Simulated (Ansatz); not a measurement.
Species: H$_{2}$AlCl$_{2}$N, SMILES `[NH2][Al]([Cl])[Cl]` (charge 0, multiplicity 1).

Problem. Give a relaxed geometry from Ansatz (a first-principles code) with PBE-D3(BJ)/def2-TZVP.

Solution. the end point of this relaxation (outside a Z-matrix the atoms follow the SMILES, hydrogens last).
Z-matrix (Å, degrees):
```
Al
N 1 1.7600
H 2 1.0148 1 124.33
H 2 1.0148 3 111.36 1 -179.97
Cl 1 2.0962 2 119.93 3 -179.99
Cl 1 2.0962 2 119.94 3 0.02
```
